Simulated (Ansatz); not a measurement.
`FC#[C][GeH3]` + `CNC` → `C[N](C)[GeH3]` + `C#CF` at 700 K and 1 bar (ligand exchange at a Ge–C bond).

Isolated molecules relaxed with PBE0-D4/def2-TZVP in Ansatz; ΔE leaves out vibrations. CBS: MP2 limit from def2 TZ/QZ plus the TZ coupled-cluster correction, frozen cores. This one scheme is used for every species. For Ge outer-core shells are correlated without core-valence functions, which leaves a few kJ/mol of doubt a bond. Scalar relativity is left out up to krypton.

| species | CCSD(T)/CBS energy (Eh) | H − E (kJ/mol) | S (J/(mol·K)) |
| --- | --- | --- | --- |
| `FC#[C][GeH3]` | -2253.70460 | 151.6 | 391.2 |
| `CNC` | -135.00321 | 296.9 | 352.4 |
| `C[N](C)[GeH3]` | -2212.31524 | 357.2 | 461.2 |
| `C#CF` | -176.38388 | 89.3 | 279.4 |

H − E and S are ideal-gas, rigid-rotor, harmonic terms from PBE0-D4/def2-TZVP. 1 Eh = 2625.50 kJ/mol, R = 8.31446 J/(mol·K).

Q: By hand: ΔE, ΔH, ΔS and ΔG.

A: ΔE = (-2212.31524) + (-176.38388) − (-2253.70460) − (-135.00321) = 0.00869 Eh = 22.8 kJ/mol. Δ(H − E) = 357.2 + 89.3 − 151.6 − 296.9 = -2.0, so ΔH = 20.8 kJ/mol. ΔS = 461.2 + 279.4 − 391.2 − 352.4 = -3.0 J/(mol·K). ΔG = 20.8 − 700 × (-3.0)/1000 = 22.9 kJ/mol.

Q: By hand: the equilibrium constant, and the temperature at which ΔG would vanish if ΔH and ΔS stayed fixed.

A: log₁₀ K = −ΔG/(RT ln 10) = -1.7. ΔH and −TΔS have one sign here, so there is no such temperature. One of them is within its doubt of zero, so this could turn.

The number of gas molecules stays the same, so ΔS is small and ΔH decides. A doubt of 5 kJ/mol in ΔE shifts log₁₀ K by 0.4 here. These are equilibria of isolated gas molecules and say nothing of rates. Largest T1 diagnostic: 0.013 (customary marks: 0.02 for closed shells, 0.045 for open ones).
